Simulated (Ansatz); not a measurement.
Coupled-cluster diagnostics for the cluster Sr₃Te₃, Ansatz.

Geometry of the singlet (PBE-D4/def2-SVP):

```csv
atom,x (Å),y (Å),z (Å)
Sr1,1.884,-0.403,1.901
Sr2,-2.189,-1.597,-0.102
Sr3,0.304,1.996,-1.801
Te4,-0.375,-2.416,2.196
Te5,2.659,1.937,0.122
Te6,-2.282,0.483,-2.317
```

In the def2 sets Sr, Te take a core potential; there is no spin–orbit coupling. Correlated methods freeze 12 core orbitals; core or outer-core shells of Sr, Te are correlated, in sets that lack core-valence functions. The structure comes from a short search, and lower isomers may exist.

Task: Estimate the CCSD(T) correlation energy, the shares of MP2 and (T), T1 and the reference's ⟨S²⟩ for: charge 0, singlet, own geometry in def2-SVP; and the rough time on 4 threads of Arm Neoverse V1 on a shared host.

Result: 
```tsv
state	basis	correlation (eV)	MP2 share (%)	(T) share (%)	T1	⟨S²⟩ (pure)	wall time
charge 0, singlet, own geometry	def2-SVP	-17.165	92.6	3.0	0.012	0.00 (0.00)	2.1 min
```
Customary marks for T1 are 0.02 (closed shells), 0.045 (open shells) and about 0.05 (3d metals). T1 stays under 0.02 throughout.
